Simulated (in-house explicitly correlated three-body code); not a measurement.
Results of a calculation; reference values are marked as such.
# Two electrons around a charge Z: errors of exchange and correlation functionals on the exact density

The exact non-relativistic ground state comes from a variational code in 260 exponentially correlated functions, the Kohn-Sham parts from inverting its density (past Z = 6 the correlation energy is taken as exact minus Hartree-Fock, equal to within microhartrees), and self-consistent runs (Hartree-Fock is restricted) from a B-spline radial code. Z may be fractional; the second electron is bound down to Z = 0.911.

Each entry is functional minus exact.

```tsv
Z	PBEsol x (mEh)	PBEsol c (mEh)	PBE x (mEh)	PBE c (mEh)	revTPSS x (mEh)	revTPSS c (mEh)
1.1	+16.46	-0.52	-5.77	+7.53	-8.00	+2.27
1.135	?	?	?	?	?	?
1.275	?	?	?	?	?	?
1.34	+28.97	-5.35	+0.49	+3.61	-5.80	-1.23
1.5	+36.19	-7.12	+3.53	+2.32	-5.16	-2.31
1.6	+40.53	-7.97	+5.25	+1.74	-4.89	-2.79
1.66	+43.09	-8.41	+6.23	+1.44	-4.76	-3.02
1.82	+49.83	-9.40	+8.75	+0.81	-4.49	-3.51
1.88	+52.32	-9.72	+9.67	+0.61	-4.40	-3.66
2.02	+58.10	-10.37	+11.76	+0.22	-4.24	-3.95
2.1	+61.38	-10.70	+12.93	+0.03	-4.16	-4.09
```

(1) What belongs in the row Z = 1.275?

(2) What belongs in the row Z = 1.135?

(3) How do the exchange errors scale with Z?

## Answers

(1) PBEsol x (mEh): +25.87; PBEsol c (mEh): -4.41; PBE x (mEh): -0.91; PBE c (mEh): +4.33; revTPSS x (mEh): -6.17; revTPSS c (mEh): -0.60.

(2) PBEsol x (mEh): +18.55; PBEsol c (mEh): -1.54; PBE x (mEh): -4.60; PBE c (mEh): +6.66; revTPSS x (mEh): -7.48; revTPSS c (mEh): +1.48.

(3) PBEsol -3.65 % in the size of E_x at Z = 1.1 and -5.64 % at 2.1; PBE +1.28 % in the size of E_x at Z = 1.1 and -1.19 % at 2.1; revTPSS +1.77 % in the size of E_x at Z = 1.1 and +0.38 % at 2.1. Exchange scales linearly under uniform scaling of the density, so its relative error changes only with the density's shape.
